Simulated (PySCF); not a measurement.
**Electric properties by functional and basis**

Species: CH3Cl3SSi.
InChI=1S/CH3Cl3SSi/c2-1(3,4)6-5/h5H,6H2

PySCF, dipoles from the SCF density, polarisabilities from static response with core orbitals frozen. Isolated species at its PBE0-D3(BJ)/def2-SVP geometry (one conformer only).

**Question.** How do dipole and polarisability depend on functional and basis here?

**Answer.** 

```json
{"level": "LDA/def2-SVPD", "μ (D)": "0.955", "α (Å³)": "15.95", "anisotropy (Å³)": "3.32"}
{"level": "PBE/def2-SVPD", "μ (D)": "0.937", "α (Å³)": "15.78", "anisotropy (Å³)": "3.28"}
{"level": "B3LYP/def2-SVPD", "μ (D)": "1.005", "α (Å³)": "15.23", "anisotropy (Å³)": "2.98"}
{"level": "PBE0/def2-SVPD", "μ (D)": "1.025", "α (Å³)": "15.08", "anisotropy (Å³)": "2.96"}
{"level": "BHandHLYP/def2-SVPD", "μ (D)": "1.093", "α (Å³)": "14.62", "anisotropy (Å³)": "2.71"}
{"level": "CAM-B3LYP/def2-SVPD", "μ (D)": "1.058", "α (Å³)": "14.90", "anisotropy (Å³)": "2.79"}
{"level": "wB97X-D/def2-SVPD", "μ (D)": "1.063", "α (Å³)": "14.81", "anisotropy (Å³)": "2.77"}
{"level": "LC-wPBE/def2-SVPD", "μ (D)": "1.093", "α (Å³)": "14.48", "anisotropy (Å³)": "2.65"}
{"level": "HF/def2-SVPD", "μ (D)": "1.166", "α (Å³)": "14.03", "anisotropy (Å³)": "2.43"}
{"level": "PBE0/6-31G*", "μ (D)": "1.171", "α (Å³)": "11.56", "anisotropy (Å³)": "3.08"}
{"level": "PBE0/def2-SVP", "μ (D)": "0.995", "α (Å³)": "11.30", "anisotropy (Å³)": "2.78"}
{"level": "PBE0/6-31+G*", "μ (D)": "1.190", "α (Å³)": "13.44", "anisotropy (Å³)": "2.96"}
{"level": "PBE0/aug-cc-pVDZ", "μ (D)": "1.029", "α (Å³)": "15.11", "anisotropy (Å³)": "3.03"}
{"level": "PBE0/def2-TZVP", "μ (D)": "0.983", "α (Å³)": "13.65", "anisotropy (Å³)": "3.07"}
{"level": "PBE0/def2-TZVPD", "μ (D)": "0.997", "α (Å³)": "15.31", "anisotropy (Å³)": "3.00"}
```

The anisotropy is √(½[(α1 − α2)² + (α2 − α3)² + (α3 − α1)²]). The dipole runs from 0.94 D (PBE/def2-SVPD) to 1.19 D (PBE0/6-31+G*). No reference polarisability is at hand; against PBE0 in the largest diffuse basis at hand (def2-TZVPD) the other PBE0 rows deviate by 6-31G* -25%, def2-SVP -26%, 6-31+G* -12%, def2-SVPD -1%, aug-cc-pVDZ -1%, def2-TZVP -11%. In one basis (def2-SVPD) the functionals order the polarisability from HF (lowest) to LDA (highest), a spread of 14%. With PBE0 the polarisability is 12.17 Å³ without diffuse functions (mean of 6-31G*, def2-SVP and def2-TZVP) and 14.73 Å³ with them (mean of 6-31+G*, def2-SVPD, aug-cc-pVDZ and def2-TZVPD).
